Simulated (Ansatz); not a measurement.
In₁₀P₁₀⁺, relaxed as a doublet with UKS PBE-D4/def2-SVP in Ansatz, starting from the PBE-D4/def2-SVP geometry of the neutral singlet. Force threshold 0.03 eV/Å.

In the def2 sets In takes a core potential; there is no spin–orbit coupling. Single mean-field runs in def2-SVP are fitted with def2-universal-jkfit.

Start:

```xyz
20

P     3.789    0.049   -1.209
P     2.651   -3.493    1.859
P     1.473    0.977    2.858
P    -1.081   -2.797    2.713
P     0.357    0.534   -4.586
P     0.454    2.780   -0.551
P    -3.194    1.583   -2.883
P    -0.142   -1.077   -0.783
P    -0.646    1.699    2.750
P    -1.051    3.013    1.003
In    3.512   -1.953    0.186
In    1.705   -0.286   -2.716
In    1.649    0.696    0.310
In    0.309   -3.249    0.551
In    1.166   -1.598    3.043
In   -1.705   -0.643    1.393
In   -1.980   -1.142   -3.458
In   -0.735    1.990   -2.789
In   -3.006    1.469   -0.410
In   -3.525    1.448    2.718
```

| step | energy (eV) | largest force component (eV/Å) | SCF passes |
| --- | --- | --- | --- |
| 1 | -144567.1985 | 0.716 | 142 |
| 2 | -144567.4128 | 0.700 | 44 |
| 3 | -144567.5367 | 0.358 | 33 |
| 4 | -144567.6052 | 0.143 | 34 |
| 5 | -144567.6215 | 0.174 | 34 |
| 6 | -144567.6499 | 0.074 | 34 |
| 7 | -144567.6545 | 0.040 | 28 |
| 8 (rejected) | -144567.6034 | 0.247 | 33 |
| 9 | -144567.6612 | 0.037 | 29 |
| 10 | -144567.6634 | 0.035 | 29 |
| 11 | -144567.6653 | 0.038 | 28 |
| 12 | -144567.6663 | 0.051 | 29 |
| 13 | -144567.6670 | 0.019 | 30 |

Force components are those of the run's own axes.

End:

```
atom   x (Å)   y (Å)   z (Å)
  P1   3.800   0.025  -1.262
  P2   2.633  -3.447   1.898
  P3   1.382   1.049   2.755
  P4  -1.142  -2.770   2.692
  P5   0.265   0.385  -4.545
  P6   0.617   2.959  -0.599
  P7  -3.070   1.494  -2.785
  P8  -0.138  -1.194  -0.859
  P9  -0.760   1.572   2.465
 P10  -1.035   3.061   0.852
In11   3.496  -1.934   0.200
In12   1.750  -0.433  -2.749
In13   1.660   0.771   0.198
In14   0.301  -3.302   0.596
In15   1.100  -1.521   2.979
In16  -1.782  -0.721   1.251
In17  -1.774  -0.823  -3.167
In18  -0.600   2.095  -2.731
In19  -3.092   1.500  -0.252
In20  -3.611   1.232   3.064
```

Bonds formed: P8–In17 (atoms count from 1).

No frequencies were taken in this run, so the end may be a saddle point.

Run time 90 s (2 threads of AMD EPYC 7R13 on a shared host and a share (18 GiB) of an NVIDIA H100 80GB HBM3), peak host memory 1 GiB.
